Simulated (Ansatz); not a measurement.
Calculated with Ansatz (gas phase, PBE0-D4/def2-TZVP geometries, no zero-point term in ΔE). CBS: MP2 limit from def2 TZ/QZ plus the TZ coupled-cluster correction, frozen cores. Functionals use def2-TZVPP. B3LYP here is the variant with VWN-RPA as its local correlation; programs differ in this. def2 core potentials past Kr. For Ge, Sn outer-core shells are correlated without core-valence functions, which leaves a few kJ/mol of doubt a bond. Scalar relativity is left out up to krypton. Each species was taken in one conformer, which may not be the lowest.

`[NH2][SnH]([F])[O][SiH3]` + `N=[C]1[CH2][GeH2]1` → `[SiH3]/N=[C]1/[CH2][GeH2]1` + `[NH2][SnH]([OH])[F]`  (ligand exchange at the Si–O bond)

Task: Is it downhill or uphill in electronic energy at CCSD(T)/CBS, and by how much? (Best estimate.)

Result: Computed: Uphill: ΔE = +0.53 eV.

Task: What do these levels give: r2SCAN-D4, ωB97X-V, B2PLYP, PBE, r2SCAN, B3LYP, MP2/def2-TZVPP, SCS-MP2/def2-TZVPP, CCSD/def2-TZVPP, HF/def2-QZVPP, HF/CBS(def2), MP2/CBS(def2)? (An estimate is asked.)

Result: Ansatz gave: r2SCAN-D4 0.45, ωB97X-V 0.55, B2PLYP 0.50, PBE 0.37, r2SCAN 0.45, B3LYP 0.49, MP2/def2-TZVPP 0.49, SCS-MP2/def2-TZVPP 0.55, CCSD/def2-TZVPP 0.59, HF/def2-QZVPP 0.72, HF/CBS(def2) 0.72, MP2/CBS(def2) 0.48 eV.

Largest T1 diagnostic among the species: 0.014.

From PBE to PBE0 (25 % exact exchange), in def2-TZVPP and without D4, ΔE moves by +0.08 eV. In def2-TZVPP, CCSD(T) changes the Hartree–Fock value by −0.16 eV (the triples alone add −0.04 eV) and MP2 by −0.22 eV.
